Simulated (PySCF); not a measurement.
## Functional benchmark on one molecule

Molecule: SMILES O=C(O)c1ccoc1, C5H4O3.

Geometry:
| atom | x (Å) | y (Å) | z (Å) |
| --- | --- | --- | --- |
| O1 | 2.123 | -1.143 | 0.906 |
| C2 | 1.564 | -0.238 | 0.339 |
| O3 | 2.217 | 0.826 | -0.153 |
| C4 | 0.118 | -0.160 | 0.102 |
| C5 | -0.645 | 0.853 | -0.569 |
| C6 | -1.937 | 0.434 | -0.510 |
| O7 | -2.020 | -0.751 | 0.144 |
| C8 | -0.785 | -1.105 | 0.510 |
| H9 | 3.154 | 0.684 | 0.050 |
| H10 | -0.263 | 1.761 | -1.026 |
| H11 | -2.875 | 0.846 | -0.871 |
| H12 | -0.668 | -2.041 | 1.050 |

Geometry PBE0-D3(BJ)/def2-SVP throughout; GIAO in PySCF 2.14, gas phase, one conformer, non-relativistic; equivalent atoms averaged; basis pcSseg-1.

Reference values (estimated from measurements, as parent shift plus tabulated substituent increments; solution, not stated per compound (mostly CDCl3 or CCl4); Pretsch, Buehlmann, Badertscher, Structure Determination of Organic Compounds, 4th ed. (2009)): δ(H12) = 8.12 ppm, δ(H10) = 6.78 ppm, δ(H11) = 7.45 ppm. Computed shifts are taken against TMS, calculated as an isolated molecule at each level.

Q: How do the functionals HF, LDA, PBE0, WP04, B97-2, BHandHLYP, CAM-B3LYP, wB97X-D perform against the reference? Times are CPU seconds on shared hosts with different chips, so compare them loosely.

A: 
```
functional                    kind   H12   H10   H11  mean abs. error H  core-s
        HF            Hartree–Fock  8.56  7.08  7.51               0.27     7.1
       LDA                     LDA  8.00  6.86  7.25               0.13      19
      PBE0           global hybrid  8.16  6.92  7.35               0.09      15
      WP04           global hybrid  7.96  6.70  7.16               0.18      14
     B97-2           global hybrid  8.12  6.85  7.32               0.07      14
 BHandHLYP           global hybrid  8.28  6.95  7.38               0.13      14
 CAM-B3LYP  range-separated hybrid  8.16  6.91  7.33               0.10      20
   wB97X-D  range-separated hybrid  8.18  6.93  7.36               0.10      19
```

For 1H the closest is B97-2 (0.07 ppm, with PBE0 practically level) and the furthest HF (0.27 ppm). One molecule is a small sample, and vibrational and solvent effects are absent from the calculation.
